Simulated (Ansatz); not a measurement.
Born–Oppenheimer molecular dynamics of CH₉NO₂Si₂ (15 atoms, charge 0, multiplicity 1). It goes on from the last frame of an earlier run, with new velocities.

Level of theory: Ansatz 0.2.0, UKS B3LYP-D4/STO-3G.

```yaml
ensemble: NVT, Langevin thermostat
time_step: 1 fs
steps_asked: 100
set_temperature: 300 K
friction: 0.01 /fs
temperature_schedule: 25 steps to 300 K, then 75 steps to 600 K
seed: 227912
```

First frame:

```xyz
15
Properties=species:S:1:pos:R:3
N -0.098 -2.444 0.318
C -0.659 -1.254 -0.440
Si -0.209 0.509 0.336
O -1.459 1.273 1.059
O 0.959 -0.181 1.439
Si 0.704 1.649 -1.374
H 0.719 -2.741 -0.300
H 0.558 -1.921 1.118
H -1.786 -1.395 -0.252
H -0.346 -1.077 -1.510
H -1.365 1.274 2.046
H 1.703 -0.679 0.936
H 0.974 3.005 -0.785
H 0.138 1.805 -2.792
H 1.963 1.311 -1.918
```

**Question.** How far do the bonds stretch over the last three quarters of this one trajectory? (Pairs bonded in most of those frames.)

**Answer.** 
| bond | mean (Å) | spread (Å) | shortest | longest |
| --- | --- | --- | --- | --- |
| N1–C2 | 1.546 | 0.032 | 1.49 | 1.59 |
| N1–H7 | 1.067 | 0.026 | 1.02 | 1.13 |
| N1–H8 | 1.087 | 0.053 | 0.99 | 1.18 |
| C2–Si3 | 1.910 | 0.024 | 1.86 | 1.94 |
| C2–H9 | 1.115 | 0.057 | 1.02 | 1.20 |
| C2–H10 | 1.104 | 0.019 | 1.07 | 1.14 |
| Si3–O4 | 1.719 | 0.048 | 1.64 | 1.81 |
| Si3–O5 | 1.732 | 0.014 | 1.70 | 1.76 |
| Si3–Si6 | 2.301 | 0.052 | 2.23 | 2.39 |
| O4–H11 | 1.028 | 0.033 | 0.97 | 1.08 |
| O5–H12 | 1.026 | 0.037 | 0.96 | 1.08 |
| Si6–H13 | 1.452 | 0.042 | 1.39 | 1.53 |
| Si6–H14 | 1.458 | 0.063 | 1.35 | 1.55 |
| Si6–H15 | 1.453 | 0.061 | 1.34 | 1.59 |

Mean temperature of the second half: 448 K. The schedule's set-point averaged 500 K over the second half and the system 448 K. A run of 0.1 ps of so small a system gives no equilibrium averages. Limits of this set-up: minimal basis.

The run took 5.6 min on 1 thread of Intel(R) Xeon(R) 6975P-C (Granite Rapids) (shared host), peak memory 0.2 GiB.
